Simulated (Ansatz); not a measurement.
A short molecular-dynamics run on the cluster ScAlN2 (the lowest singlet isomer of a short search).

```yaml
crystal:
  periodic: [false, false, false]
  atoms:
    - {symbol: Al, position_ang: [-1.028286, -0.308324, -0.429957]}
    - {symbol: Sc, position_ang: [1.129206, 0.338700, 0.471962]}
    - {symbol: N, position_ang: [-0.643301, 1.008863, 0.662486]}
    - {symbol: N, position_ang: [0.542390, -1.039250, -0.704481]}
basis:
  gaussian: {orbitals: def2-SVP}
hamiltonian: {xc: {name: PBE}, dispersion: d3bjatm}
md: {timestep: 2 fs, n_steps: 15, ensemble: nvt_langevin, temperature: 700, initial_velocities: maxwell_boltzmann, friction: 0.01, seed: 431}
scf: {omitted_lower_state_checks: [starts]}
```

```sh
$ ansatz run in.yaml --threads 4 --pin off --events-out ev --progress --plain --max-ram 3916MiB
```

```json
{"step": "0", "time (fs)": "0.0", "potential energy (eV)": "-30255.2442", "kinetic (eV)": "0.2714", "T (K)": "525"}
{"step": "1", "time (fs)": "2.0", "potential energy (eV)": "-30255.2503", "kinetic (eV)": "0.2440", "T (K)": "472"}
{"step": "2", "time (fs)": "4.0", "potential energy (eV)": "-30255.2437", "kinetic (eV)": "0.2427", "T (K)": "469"}
{"step": "3", "time (fs)": "6.0", "potential energy (eV)": "-30255.2247", "kinetic (eV)": "0.2581", "T (K)": "499"}
{"step": "4", "time (fs)": "8.0", "potential energy (eV)": "-30255.1989", "kinetic (eV)": "0.2571", "T (K)": "497"}
{"step": "5", "time (fs)": "10.0", "potential energy (eV)": "-30255.1703", "kinetic (eV)": "0.2411", "T (K)": "466"}
{"step": "6", "time (fs)": "12.0", "potential energy (eV)": "-30255.1438", "kinetic (eV)": "0.2370", "T (K)": "458"}
{"step": "7", "time (fs)": "14.0", "potential energy (eV)": "-30255.1239", "kinetic (eV)": "0.1909", "T (K)": "369"}
{"step": "8", "time (fs)": "16.0", "potential energy (eV)": "-30255.1119", "kinetic (eV)": "0.1702", "T (K)": "329"}
{"step": "9", "time (fs)": "18.0", "potential energy (eV)": "-30255.1126", "kinetic (eV)": "0.1127", "T (K)": "218"}
{"step": "10", "time (fs)": "20.0", "potential energy (eV)": "-30255.1206", "kinetic (eV)": "0.1232", "T (K)": "238"}
{"step": "11", "time (fs)": "22.0", "potential energy (eV)": "-30255.1238", "kinetic (eV)": "0.1152", "T (K)": "223"}
{"step": "12", "time (fs)": "24.0", "potential energy (eV)": "-30255.1253", "kinetic (eV)": "0.1051", "T (K)": "203"}
{"step": "13", "time (fs)": "26.0", "potential energy (eV)": "-30255.1275", "kinetic (eV)": "0.0806", "T (K)": "156"}
{"step": "14", "time (fs)": "28.0", "potential energy (eV)": "-30255.1288", "kinetic (eV)": "0.0717", "T (K)": "139"}
{"step": "15", "time (fs)": "30.0", "potential energy (eV)": "-30255.1331", "kinetic (eV)": "0.0747", "T (K)": "144"}
```

Velocities are drawn at the set temperature; a run this short doesn't reach equilibrium. Under Langevin dynamics the printed temperature counts 3N degrees of freedom, so it starts below the set value.

Frames (Å, forces in eV/Å):

```xyz
4
time=0.0 fs
Al   -1.028   -0.308   -0.430   -1.030   -0.309   -0.430
Sc    1.129    0.339    0.472    0.150    0.045    0.064
N    -0.643    1.009    0.662    0.185    0.572    0.477
N     0.542   -1.039   -0.704    0.694   -0.307   -0.110
4
time=2.0 fs
Al   -1.025   -0.305   -0.432   -0.716   -0.470   -0.516
Sc    1.125    0.340    0.478    0.180   -0.068   -0.031
N    -0.649    1.005    0.675    0.224    0.436    0.397
N     0.557   -1.047   -0.732    0.311    0.102    0.149
4
time=4.0 fs
Al   -1.024   -0.302   -0.436   -0.358   -0.599   -0.577
Sc    1.121    0.340    0.484    0.242   -0.161   -0.108
N    -0.650    1.002    0.686    0.217    0.290    0.297
N     0.572   -1.054   -0.758   -0.101    0.470    0.388
4
time=6.0 fs
Al   -1.021   -0.298   -0.440   -0.065   -0.678   -0.613
Sc    1.119    0.337    0.492    0.283   -0.223   -0.165
N    -0.650    0.998    0.699    0.225    0.135    0.185
N     0.589   -1.060   -0.782   -0.442    0.767    0.593
4
time=8.0 fs
Al   -1.013   -0.295   -0.446    0.091   -0.746   -0.670
Sc    1.119    0.334    0.500    0.315   -0.258   -0.204
N    -0.653    0.993    0.709    0.259    0.026    0.114
N     0.607   -1.062   -0.805   -0.665    0.977    0.760
4
time=10.0 fs
Al   -1.002   -0.294   -0.452    0.159   -0.808   -0.743
Sc    1.118    0.333    0.509    0.344   -0.284   -0.240
N    -0.656    0.987    0.716    0.305   -0.043    0.078
N     0.624   -1.063   -0.826   -0.809    1.135    0.905
4
time=12.0 fs
Al   -0.991   -0.294   -0.459    0.173   -0.776   -0.741
Sc    1.117    0.334    0.518    0.343   -0.311   -0.283
N    -0.659    0.984    0.724    0.348   -0.164   -0.009
N     0.636   -1.063   -0.846   -0.864    1.251    1.033
4
time=14.0 fs
Al   -0.979   -0.295   -0.466    0.126   -0.653   -0.663
Sc    1.116    0.335    0.526    0.376   -0.328   -0.304
N    -0.659    0.981    0.735    0.345   -0.325   -0.150
N     0.643   -1.061   -0.866   -0.847    1.305    1.117
4
time=16.0 fs
Al   -0.969   -0.299   -0.474    0.051   -0.503   -0.560
Sc    1.113    0.335    0.532    0.468   -0.323   -0.292
N    -0.658    0.976    0.747    0.293   -0.473   -0.298
N     0.649   -1.055   -0.882   -0.811    1.300    1.149
4
time=18.0 fs
Al   -0.963   -0.303   -0.482   -0.033   -0.304   -0.413
Sc    1.110    0.334    0.537    0.613   -0.298   -0.255
N    -0.655    0.972    0.757    0.171   -0.618   -0.452
N     0.654   -1.044   -0.892   -0.751    1.220    1.120
4
time=20.0 fs
Al   -0.957   -0.307   -0.489   -0.192   -0.036   -0.218
Sc    1.107    0.332    0.541    0.742   -0.244   -0.198
N    -0.651    0.974    0.766    0.051   -0.785   -0.622
N     0.654   -1.028   -0.897   -0.601    1.066    1.037
4
time=22.0 fs
Al   -0.952   -0.311   -0.496   -0.423    0.262    0.003
Sc    1.105    0.330    0.544    0.827   -0.183   -0.140
N    -0.649    0.977    0.776   -0.037   -0.956   -0.791
N     0.651   -1.011   -0.898   -0.367    0.877    0.929
4
time=24.0 fs
Al   -0.946   -0.315   -0.501   -0.728    0.521    0.185
Sc    1.103    0.328    0.547    0.889   -0.126   -0.086
N    -0.647    0.977    0.783   -0.104   -1.055   -0.893
N     0.647   -0.994   -0.898   -0.058    0.660    0.794
4
time=26.0 fs
Al   -0.940   -0.318   -0.506   -1.120    0.732    0.321
Sc    1.103    0.326    0.549    0.913   -0.072   -0.036
N    -0.647    0.973    0.788   -0.134   -1.072   -0.917
N     0.640   -0.977   -0.895    0.341    0.412    0.631
4
time=28.0 fs
Al   -0.936   -0.319   -0.508   -1.516    0.868    0.402
Sc    1.104    0.323    0.549    0.964   -0.042    0.010
N    -0.646    0.965    0.791   -0.191   -0.999   -0.871
N     0.631   -0.964   -0.891    0.742    0.173    0.460
4
time=30.0 fs
Al   -0.934   -0.317   -0.508   -1.812    0.897    0.396
Sc    1.104    0.321    0.549    1.058   -0.023    0.052
N    -0.643    0.953    0.793   -0.274   -0.854   -0.759
N     0.625   -0.951   -0.888    1.029   -0.019    0.311
```

It took 12 s on 4 threads of Arm Neoverse V2 on a shared host.
